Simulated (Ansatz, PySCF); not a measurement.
Complex: NH3 (SMILES N) (first 4 atoms) with H4OSi (SMILES O[SiH3]); geometry from B3LYP-D3(BJ)/def2-TZVP, rigid monomers moved along the line of their centres of mass till N1···H7 is 3.29 Å.
(charge 0, multiplicity 1):
```xyz
10

N      0.43978    -0.21667     0.10688
H      0.43348     0.73462    -0.24372
H      1.25903    -0.67880    -0.27212
H     -0.37812    -0.68784    -0.26326
O      0.37309    -0.22531     4.37225
Si    -0.79655     0.44932     5.29471
H      0.29484    -0.16942     3.39281
H     -0.93590     1.91243     5.05681
H     -0.42632     0.23150     6.71038
H     -2.13437    -0.15731     5.05200
```

Interaction energies are E(AB) − E(A) − E(B) at the monomers' geometry in the complex; basis-set methods are counterpoise corrected. Rows marked so take none.

Rows in 6-31G* carry no dispersion term and start afresh at each structure (6-31G* with six Cartesian d functions).

Programs: Ansatz (Gaussian orbitals); PySCF for 6-31G* rows. 

One of these levels gives -2.38 kcal/mol for the interaction energy. Which one is it?
A) M06-2X/6-31G* (no counterpoise)
B) B3LYP/6-31G*
C) B3LYP/def2-TZVPPD

C, B3LYP/def2-TZVPPD. The others give -2.98 (B3LYP/6-31G*), -3.58 (M06-2X/6-31G* (no counterpoise))

Ansatz is an electronic-structure program.
